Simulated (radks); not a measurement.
Question: Valence configurations of the xenon ion Xe3+ (all share [Kr]). Method: Dirac Kohn-Sham, PBE, spin-unpolarised, spherical densities, finite nucleus; open shells fill j = l - 1/2 first; Fermi nuclear charge, rms radius 4.7859 fm; computed with a radial shooting solver on a logarithmic mesh with Libxc functionals. Order these by energy: 4d9 5s0.5 5p5.5; 4d10 5s2 5p3; 4d9.5 5s1.5 5p4; 4d9.5 5s1 5p4.5; 4d10 5s1 5p4; 4d8.5 5s1 5p5.5; 4d8 5s2 5p5; 4d9 5s2 5p4; 4d10 5s1.5 5p3.5; 4d10 5p5.

Answer: From the lowest, in eV above it: 4d10 5s2 5p3 0.000; 4d10 5s1.5 5p3.5 6.901; 4d10 5s1 5p4 13.834; 4d10 5p5 27.794; 4d9.5 5s1.5 5p4 35.484; 4d9.5 5s1 5p4.5 42.594; 4d9 5s2 5p4 58.183; 4d9 5s0.5 5p5.5 80.032; 4d8.5 5s1 5p5.5 104.21; 4d8 5s2 5p5 121.87. NIST lists [Kr] 4d10 5s2 5p3 as the ground configuration; this level of theory agrees among the configurations tried. The energies are those of spherical spin-averaged densities, not of single terms.
